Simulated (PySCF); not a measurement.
## Spinor energies of Se (selenium, neutral)

Start: [Ar] 3d10 4s2 4p4; 4p1/2 filled at m_j = -1/2, +1/2; 4p3/2 filled at m_j = +1/2, +3/2. Calculated with PySCF 2.14 in x2c-SVPall-2c with one added diffuse shell each of s, p, d type (6s7p4d, 47 functions): generalised Hartree-Fock with the X2C-1e Hamiltonian and a Gaussian nucleus; one run each with spin-orbit coupling (SO) switched off, then screened by Boettger's factors.

```json
{"spinor shell": "1s1/2", "electrons": "2", "ε, spin-free (eV)": "-12733.0", "ε, screened SO (eV)": "-12732.7", "weight of nominal j (screened SO)": "1.000", "rms radius, screened SO (bohr)": "0.0508"}
{"spinor shell": "2s1/2", "electrons": "2", "ε, spin-free (eV)": "-1695.6", "ε, screened SO (eV)": "-1695.5", "weight of nominal j (screened SO)": "1.000", "rms radius, screened SO (bohr)": "0.212"}
{"spinor shell": "2p1/2", "electrons": "2", "ε, spin-free (eV)": "-1486.8", "ε, screened SO (eV)": "-1515.5", "weight of nominal j (screened SO)": "1.000", "rms radius, screened SO (bohr)": "0.187"}
{"spinor shell": "2p3/2", "electrons": "4", "ε, spin-free (eV)": "-1486.8", "ε, screened SO (eV)": "-1472.9", "weight of nominal j (screened SO)": "1.000", "rms radius, screened SO (bohr)": "0.190"}
{"spinor shell": "3s1/2", "electrons": "2", "ε, spin-free (eV)": "-250.74", "ε, screened SO (eV)": "-250.67", "weight of nominal j (screened SO)": "1.000", "rms radius, screened SO (bohr)": "0.613"}
{"spinor shell": "3p1/2", "electrons": "2", "ε, spin-free (eV)": "-182.99", "ε, screened SO (eV)": "-187.33", "weight of nominal j (screened SO)": "0.999", "rms radius, screened SO (bohr)": "0.629"}
{"spinor shell": "3d3/2", "electrons": "4", "ε, spin-free (eV)": "-70.734", "ε, screened SO (eV)": "-71.280", "weight of nominal j (screened SO)": "0.985", "rms radius, screened SO (bohr)": "0.696"}
{"spinor shell": "3d5/2", "electrons": "6", "ε, spin-free (eV)": "-70.734", "ε, screened SO (eV)": "-70.267", "weight of nominal j (screened SO)": "0.990", "rms radius, screened SO (bohr)": "0.698"}
{"spinor shell": "4s1/2", "electrons": "2", "ε, spin-free (eV)": "-23.433", "ε, screened SO (eV)": "-23.403", "weight of nominal j (screened SO)": "0.999", "rms radius, screened SO (bohr)": "1.98"}
{"spinor shell": "4p3/2", "electrons": "2", "ε, spin-free (eV)": "-11.015", "ε, screened SO (eV)": "-11.621", "weight of nominal j (screened SO)": "0.817", "rms radius, screened SO (bohr)": "2.47"}
{"spinor shell": "4p1/2", "electrons": "2", "ε, spin-free (eV)": "-11.015", "ε, screened SO (eV)": "-10.425", "weight of nominal j (screened SO)": "0.706", "rms radius, screened SO (bohr)": "2.51"}
```

Where does 3p3/2 lie, and what is the 3p spin-orbit splitting (screened SO)?

At -180.80 eV, 6.527 eV above 3p1/2.

```csv
quantity,spin-free,screened SO
E (hartree),-2427.62545,-2427.72600
M_J,2,2
⟨J²⟩,6.011,6.015
⟨L²⟩,2.006,2.073
⟨S²⟩,2.005,1.975
```

Each row is a mean over spinors that exchange with the open shell spreads, by up to 5.188 eV (4s1/2).

Rows whose weight is well below 1 are mixtures of j = l ± 1/2: exchange outweighs spin-orbit coupling there, and the label is only the starting occupation.

Without spin-orbit coupling the j labels of p, d and f shells carry no meaning; the spin-free column gives the mean over the occupied spinors of each nl shell.
